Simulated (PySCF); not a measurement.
**C₆ coefficients of unlike pairs at PBE**

Calculated with PySCF 2.14 from the dipole response of each species, C₆(A,B) = (3/π) ∫ α_A(iu) α_B(iu) du, in atomic units, from isotropic polarisabilities. For ions this is the dispersion term alone; charge-induced terms of lower order in 1/R come first.

| species | configuration | basis | relativity | α (bohr³) | C₆ (like pair) |
| --- | --- | --- | --- | --- | --- |
| Be²⁺ | 1s2 (1S) | dyall-av2z (11s7p2d) | none | 0.05505 | 0.01198 |
| Fe⁺ | [Ar] 3d6 4s1 (6D) | def2-QZVPPD (11s6p5d4f2g) | none | 25.67 | 128.4 |
| Kr | [Kr] (1S) | x2c-QZVPPall with one added diffuse shell each of s, p, d, f type (12s9p6d5f1g) | spin-free X2C | 17.93 | 140.9 |
| B | [He] 2s2 2p1 (2P) | aug-cc-pVDZ (4s3p2d) | none | 22.51 | 110.6 |

(1) Estimate C₆ for Kr with Fe⁺.

No spin-orbit coupling is included.

The other pairs:

```csv
pair,C₆
"Fe⁺, Be²⁺",0.6723
"B, Fe⁺",118.4
"B, Kr",118.1
"B, Be²⁺",0.5410
"Kr, Be²⁺",0.8390
```

Answers

(1) The integral gives 127.8. The combination rule 2 C_A C_B / (C_A α_B/α_A + C_B α_A/α_B) gives 124.2 and the geometric mean 134.5.
